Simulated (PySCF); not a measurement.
**Orbital picture of BeN⁺**

PBE at R = 1.617 Å; Be x2c-SVPall, N x2c-SVPall; spin-free X2C with a Gaussian nucleus (PySCF 2.14). State: ³Σ⁻ (triplet), unpaired electrons π ↑↑. Only the outer orbitals are listed, counted within each symmetry.

```csv
spin,orbital,occ.,ε (eV),on Be (%),main shells (%)
α,3σ,1,-26.64,11,86 N s
α,4σ,1,-15.16,26,"63 N p, 21 Be s, 11 N s"
α,1π,1,-15.07,12,"88 N p, 12 Be p"
α,1π,1,-15.07,12,"88 N p, 12 Be p"
α,5σ,0,-12.01,92,"62 Be s, 31 Be p"
α,2π,0,-8.74,89,"89 Be p, 11 N p"
α,2π,0,-8.74,89,"89 Be p, 11 N p"
β,3σ,1,-23.97,16,"79 N s, 8 Be p"
β,4σ,1,-14.05,28,"58 N p, 25 Be s, 14 N s"
β,1π,0,-12.13,33,"67 N p, 33 Be p"
β,1π,0,-12.13,33,"67 N p, 33 Be p"
β,5σ,0,-11.75,89,"53 Be s, 36 Be p, 10 N p"
```

Task: Which are the highest filled and the lowest empty level, where do they sit, and how wide is the gap?

Result: Highest filled β 4σ at -14.05 eV (in %: 58 N p, 25 Be s, 14 N s); lowest empty β 1π at -12.13 eV (in %: 67 N p, 33 Be p); the gap at PBE is 1.92 eV.

The bond order (Mayer) is 1.44. The ⟨S²⟩ is 2.008. The charge on Be (Mulliken, basis-dependent) is 0.95 and the charge on Be (Löwdin, basis-dependent) is 0.94. The dipole moment (positive dipole points towards N; it is taken about the centre of mass and depends on that origin) is -6.85 D and the polarisability along the bond is 31.0 bohr³. The polarisability across the bond is 13.5 bohr³.

The state was picked by a PBE0 search and need not be the measured ground state.
